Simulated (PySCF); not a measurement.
BLYP on Te⁻ (tellurium, charge -1), [Kr] 4d10 5s2 5p5, 2P determinant. All numbers are calculated (PySCF 2.14, a scalar-relativistic core potential, in aug-cc-pwCVTZ-PP with ECP28MDF).

```
cycle= 1 E= -268.011012516979  delta_E= -0.0145  |g|= 0.0269  |ddm|= 0.417
cycle= 2 E= -268.01110847852  delta_E= -9.6e-05  |g|= 0.015  |ddm|= 0.0752
cycle= 3 E= -268.011224536857  delta_E= -0.000116  |g|= 0.0127  |ddm|= 0.0582
cycle= 4 E= -268.011319139014  delta_E= -9.46e-05  |g|= 0.000937  |ddm|= 0.0208
cycle= 5 E= -268.011320156304  delta_E= -1.02e-06  |g|= 0.000179  |ddm|= 0.00321
cycle= 6 E= -268.011320187217  delta_E= -3.09e-08  |g|= 2.72e-05  |ddm|= 0.000505
cycle= 7 E= -268.011320188197  delta_E= -9.8e-10  |g|= 2.28e-06  |ddm|= 0.000102
converged SCF energy = -268.011320188197  <S^2> = 0.75277269  2S+1 = 2.0027708
```

Highest occupied orbital energy: 0.853 eV; ⟨L²⟩ = 2.03; populations by l: s 4.00, p 11.00, d 10.00, f 0.00.

(1) Can this result be used?

Results:

(1) With care. The run converged. Energies and moments cover only the electrons outside the core potential. At BLYP the highest occupied level has a positive energy, so only the finite basis holds that electron; in a semilocal or global hybrid functional this comes from self-interaction and does not mean that the real anion is unbound.
